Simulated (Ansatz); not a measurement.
Reaction (ligand exchange at the Al–O bond): `C[S][AlH][O][InH2]` + H–F → `C[S][AlH][F]` + `[OH][InH2]`

Calculated with Ansatz (gas phase, PBE0-D4/def2-TZVP geometries, no zero-point term in ΔE). CBS: MP2 limit from def2 TZ/QZ plus the TZ coupled-cluster correction, frozen cores. This one scheme is used for every species. Functionals use def2-TZVPP. B3LYP here is the variant with VWN-RPA as its local correlation; programs differ in this. Elements past krypton have def2 core potentials. For In outer-core shells are correlated without core-valence functions, which leaves a few kJ/mol of doubt a bond. One conformer a species, not always the lowest.

```csv
level,ΔE (kJ/mol)
B97M-V,-38.9
BHLYP-D4,-29.1
BLYP,-47.8
PBE0,-38.2
B3LYP,-42.5
CCSD/def2-SVP,-24.7
CCSD/def2-TZVPP,-28.9
HF/CBS(def2),-34.8
```

Problem. What does CCSD(T)/CBS give? (Best estimate.)

Solution. Computed: -29.0 kJ/mol. The listed levels differ from it by -9.9, -0.1, -18.8, -9.2, -13.5, 4.3, 0.1, -5.8 kJ/mol.

Problem. What do rigid-rotor, harmonic-oscillator terms from PBE0-D4/def2-TZVP frequencies (298.15 K, 1 bar) make of the CCSD(T)/CBS value? (Estimate.)

Solution. Computed: ΔZPE = +5.4 kJ/mol, ΔH = -28.6 kJ/mol, ΔS = -9 J/(mol·K), ΔG = -26.0 kJ/mol. Modes under 50 cm⁻¹ make the entropy rough.

Largest T1 diagnostic among the species: 0.017.

From r2SCAN to r2SCAN0 (25 % exact exchange), in def2-TZVPP and without D4, ΔE moves by +3.8 kJ/mol. In def2-TZVPP, CCSD(T) changes the Hartree–Fock value by +5.9 kJ/mol (the triples alone add +1.2 kJ/mol) and MP2 by +7.8 kJ/mol.
